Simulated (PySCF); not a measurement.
Two-component Hartree-Fock for Ar (argon, neutral)

Start: [Ar]. Calculated with PySCF 2.14 in an even-tempered Gaussian basis (22 s from 0.0085 bohr⁻², ratio 2.6; 16 p from 0.011 bohr⁻², ratio 2.6; 3 d from 0.91 bohr⁻², ratio 2.8; 3 f from 1.4 bohr⁻², ratio 2.8): generalised Hartree-Fock with the X2C-1e Hamiltonian and a Gaussian nucleus; spin-orbit coupling (SO) screened by Boettger's factors.

```json
{"spinor shell": "1s1/2", "electrons": "2", "ε, screened SO (eV)": "-3240.6", "weight of nominal j (screened SO)": "1.000", "rms radius, screened SO (bohr)": "0.0991"}
{"spinor shell": "2s1/2", "electrons": "2", "ε, screened SO (eV)": "-337.67", "weight of nominal j (screened SO)": "1.000", "rms radius, screened SO (bohr)": "0.446"}
{"spinor shell": "2p1/2", "electrons": "2", "ε, screened SO (eV)": "-262.12", "weight of nominal j (screened SO)": "1.000", "rms radius, screened SO (bohr)": "0.415"}
{"spinor shell": "2p3/2", "electrons": "4", "ε, screened SO (eV)": "-259.77", "weight of nominal j (screened SO)": "1.000", "rms radius, screened SO (bohr)": "0.418"}
{"spinor shell": "3s1/2", "electrons": "2", "ε, screened SO (eV)": "-35.004", "weight of nominal j (screened SO)": "1.000", "rms radius, screened SO (bohr)": "1.53"}
{"spinor shell": "3p1/2", "electrons": "2", "ε, screened SO (eV)": "-16.206", "weight of nominal j (screened SO)": "1.000", "rms radius, screened SO (bohr)": "1.81"}
```

(1) Where does 3p3/2 lie, and what is the 3p spin-orbit splitting (screened SO)?

| quantity | screened SO |
| --- | --- |
| E (hartree) | -528.62849 |
| M_J | 0 |
| ⟨J²⟩ | 0.000 |
| ⟨L²⟩ | 0.000 |
| ⟨S²⟩ | 0.000 |

Answers

(1) At -15.994 eV, 0.211 eV above 3p1/2.
